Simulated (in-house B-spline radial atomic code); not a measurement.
Atomic self-consistent-field run: Er IV (Er3+). Level of theory: scalar-relativistic (X2C) OLYP, spin-polarised, spherical fractional occupations, Fermi nucleus of rms radius 5.2516 fm; calculated with an all-electron radial atomic-structure program (B-spline basis).

In the input, 3d5,1 would mean five up and one down electron.

Command:
```bash
python run_scf.py task.json out
```
Settings (nuclear radius in fm, mass in u):
```
Z                68
configuration    1s2 2s2 2p6 3s2 3p6 3d10 4s2 4p6 4d10 4f6,5 5s2 5p6
hamiltonian      x2c
method           optx,lyp
spin_polarised   True
nucleus          fermi
rms_radius       5.2516
atomic_mass      165.9303
speed_of_light   137.035999084
```

Output (hartree, bohr):
```
 radial grid: 72 intervals, B-splines of order 8, outer radius 39.1892 bohr

 iter        energy (Eh)    residual
    1      -13064.020317    6.10e-01
    2      -13059.835732    1.11e+00
    3      -13088.534829    1.67e-01
    4      -13089.000478    6.36e-02
    5      -13088.999483    4.01e-02
    6      -13089.041513    3.56e-02
    7      -13089.069481    1.73e-03
    8      -13089.069539    2.25e-04
    9      -13089.069541    7.21e-06
   10      -13089.069541    3.03e-07

 total energy                    -13089.06954
 kinetic                           14453.8359
 electron-nucleus                 -32321.8780
 Hartree                            5064.7161
 exchange-correlation               -285.7435

 orbital      occ     eigenvalue          <r>       <r^2>       <1/r>       r_max
 1s up      1.000     -2103.2053    0.0196224 0.000535581        83.9     0.01197
 1s down    1.000     -2103.2053    0.0196224 0.000535581        83.9     0.01197
 2s up      1.000      -354.5650    0.0857471  0.00874968     19.4579      0.0731
 2s down    1.000      -354.5644    0.0857468   0.0087496     19.4579      0.0731
 2p up      3.000      -314.5427    0.0762355  0.00711259     16.8531     0.05905
 2p down    3.000      -314.5423    0.0762352  0.00711252     16.8531     0.05905
 3s up      1.000       -80.4689     0.224921   0.0579561     7.00075      0.2074
 3s down    1.000       -80.4508     0.224888   0.0579392     7.00206      0.2074
 3p up      3.000       -68.2326     0.223882   0.0582018     6.29391      0.2037
 3p down    3.000       -68.2145     0.223843   0.0581815     6.29512      0.2037
 3d up      5.000       -52.5676     0.203675    0.048702     5.90235      0.1662
 3d down    5.000       -52.5538      0.20363   0.0486789     5.90342      0.1662
 4s up      1.000       -16.8789     0.507671    0.291218     2.90129      0.4742
 4s down    1.000       -16.8424     0.507702    0.291251      2.9008      0.4741
 4p up      3.000       -12.8313     0.537567    0.329024     2.59765      0.4949
 4p down    3.000       -12.7954      0.53762    0.329092     2.59715      0.4949
 4d up      5.000        -7.3242     0.581707    0.392878     2.28145      0.5114
 4d down    5.000        -7.2886     0.581901    0.393181     2.28062      0.5114
 4f up      6.000        -1.3341     0.760378     0.75092     1.71664      0.5046
 4f down    5.000        -1.3017     0.765556    0.763855     1.70994      0.5052
 5s up      1.000        -3.0220      1.22609     1.68878     1.09679       1.103
 5s down    1.000        -3.0051      1.22909     1.69712     1.09336       1.105
 5p up      3.000        -2.0461      1.42535     2.30025    0.918066        1.25
 5p down    3.000        -2.0342      1.42985     2.31485    0.914486       1.253
```

Time taken, with all properties: 0.15 s on 1 thread of Intel(R) Xeon(R) 6975P-C, on a shared host.

One-electron X2C: radii and densities carry no picture-change correction, so inner-shell <1/r> comes out high (for 1s by about 2 % at Z = 33, 5 % at 54, 10 % at 75, 30 % at 118) and <r> low.
